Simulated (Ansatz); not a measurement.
Basis-set extrapolation for `N[SiH](Cl)Cl` (PBE0-D4/def2-TZVP geometry, frozen core, Ansatz 0.2.0). Multiplicity 1, RHF reference.

```tsv
	def2-TZVPP	def2-QZVPP
HF	-1264.339103	-1264.376797
MP2 correlation	-0.710469	-0.775919
CCSD(T) correlation	-0.787647	not run
```

Energies in hartree. Use E(X) = E(∞) + A·exp(−7.88·√X) for Hartree–Fock and E(X) = E(∞) + B·X^(−2.97) for correlation, with X = 3 and 4, and add CCSD(T) minus MP2 of the smaller set to the MP2 limit.

**Question.** What is the CCSD(T) energy at the basis-set limit?

**Answer.** HF limit: -1264.376797 + (-0.037694) × 0.13774 = -1264.38199. MP2 limit: -0.775919 + (-0.065450) × 0.74074 = -0.82440. Higher-order term: -0.787647 − (-0.710469) = -0.07718. Total: -1265.28357 hartree, 411.7 kJ/mol below CCSD(T)/def2-TZVPP.
